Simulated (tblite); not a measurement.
Compound: C₅H₆NOP.
Cartesian coordinates in Å at the GFN2-xTB level; atoms count from 1:
```xyz
14
C5H6NOP angstrom
C     -2.207    0.295    0.106
C     -1.027   -0.607    0.355
O     -1.133   -1.724    0.828
C      0.283   -0.072   -0.002
C      0.640    1.146   -0.543
P      2.367    1.291   -0.781
C      2.537   -0.306   -0.138
N      1.371   -0.862    0.212
H     -3.123   -0.205    0.408
H     -2.091    1.217    0.672
H     -2.260    0.547   -0.951
H     -0.062    1.921   -0.791
H      3.453   -0.855   -0.005
H      1.252   -1.787    0.607
```

All values are computed: GFN2-xTB (tblite) harmonic vibrations without scaling, gas phase. The method is semi-empirical: single wavenumbers can be off by several per cent or more. One conformer, not necessarily the lowest.

Harmonic wavenumbers (cm⁻¹): 84.3, 134.8, 144.6, 171.4, 349.4, 413.8, 457.5, 490.9, 594.7, 625.2, 654.9, 669.2, 742.1, 784.9, 852.2, 898.7, 928.7, 985.0, 989.7, 1093.6, 1119.1, 1179.7, 1250.0, 1354.8, 1368.9, 1426.1, 1454.7, 1457.8, 1476.6, 1696.8, 3028.1, 3033.5, 3059.5, 3118.0, 3136.5, 3389.8.

A = 4243, B = 1188, C = 933.7 MHz; mass 127.019 u (most abundant isotopes); point group Cs, symmetry number 1.

What is the zero-point energy?

½Σν̃ = 22308 cm⁻¹ = 63.78 kcal/mol.

Entropy at 350 K, 1 bar (ideal gas, RRHO, classical rotation)?

Translation 41.25, rotation 29.09, vibration 22.28: S = 92.6 cal/(mol K).

And Cp and H(350 K) − H(0)?

Cp = 34.53 cal/(mol K), of which vibrations give 26.58 (their classical limit is 36 R = 71.5); H(350 K) − H(0) = 7.17 kcal/mol without the zero-point energy, 4.38 from vibrations.

Blend soft modes into free rotors: weight 1/[1 + (100 cm⁻¹/ν̃)⁴] for the oscillator and the rest for a rotor with moment μB/(μ + B), μ = h/(8π²ν), B = 10⁻⁴⁴ kg m². What vibrational entropy results?

21.47 cal/(mol K) in place of 22.28, which changes −T·S at 350 K by +0.28 kcal/mol.

How do the functions run with temperature in this model?

```json
{"T (K)": "100", "S (cal/(mol K))": "64.7", "Cp (cal/(mol K))": "14.6", "H − H(0) (kcal/mol)": "1.08", "G − H(0) (kcal/mol)": "-5.39", "ln q(vib)": "0.74"}
{"T (K)": "200", "S (cal/(mol K))": "77.0", "Cp (cal/(mol K))": "22.1", "H − H(0) (kcal/mol)": "2.90", "G − H(0) (kcal/mol)": "-12.51", "ln q(vib)": "2.31"}
{"T (K)": "300", "S (cal/(mol K))": "87.6", "Cp (cal/(mol K))": "30.5", "H − H(0) (kcal/mol)": "5.54", "G − H(0) (kcal/mol)": "-20.75", "ln q(vib)": "4.02"}
{"T (K)": "500", "S (cal/(mol K))": "106.7", "Cp (cal/(mol K))": "44.5", "H − H(0) (kcal/mol)": "13.13", "G − H(0) (kcal/mol)": "-40.22", "ln q(vib)": "7.66"}
{"T (K)": "800", "S (cal/(mol K))": "130.6", "Cp (cal/(mol K))": "56.9", "H − H(0) (kcal/mol)": "28.54", "G − H(0) (kcal/mol)": "-75.96", "ln q(vib)": "13.07"}
{"T (K)": "1000", "S (cal/(mol K))": "143.9", "Cp (cal/(mol K))": "62.0", "H − H(0) (kcal/mol)": "40.46", "G − H(0) (kcal/mol)": "-103.44", "ln q(vib)": "16.46"}
```

q(vib) and H(0) count from the zero-point level.

Which modes carry the vibrational entropy at 350 K?

84.3 cm⁻¹: 4.10; 134.8 cm⁻¹: 3.19; 144.6 cm⁻¹: 3.05; 171.4 cm⁻¹: 2.72; 349.4 cm⁻¹: 1.43; 413.8 cm⁻¹: 1.16 cal/(mol K); the other 30 give 6.63 together.

What must be added to the electronic energy to get the Gibbs energy at 350 K and 1 bar?

ZPE + [H(350 K) − H(0)] − T·S = 63.78 + 7.17 − 32.42 = 38.53 kcal/mol.

Hindered rotation and anharmonicity are outside this model. Other conformers, if any are populated, would add a mixing term that is left out.
